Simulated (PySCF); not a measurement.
Computed IR spectrum (relative IR intensity) of a molecule CH₈N₂Si. Geometry: PBE-D3(BJ)/def2-SVP. The values are those of a single conformer. Calculation: PBE-D3(BJ)/def2-SVP run with PySCF 2.14.0. Frequencies are harmonic and unscaled.

Lines under 2 % of the strongest are left out, and lines within 2 cm⁻¹ are merged.

```
ν (cm⁻¹)  relative intensity
--------  ------------------
330                       12
391                      100
455                       16
588                      4.0
755                      6.0
838                       29
860                       30
903                       41
906                       38
1217                     9.1
1497                      20
2169                      41
3469                     4.2
3563                     5.9
```

### Question
Which molecule gave these data?
A) CN[SiH2]N
B) NC[SiH2]N
C) C[SiH](N)N

### Answer
C, C[SiH](N)N
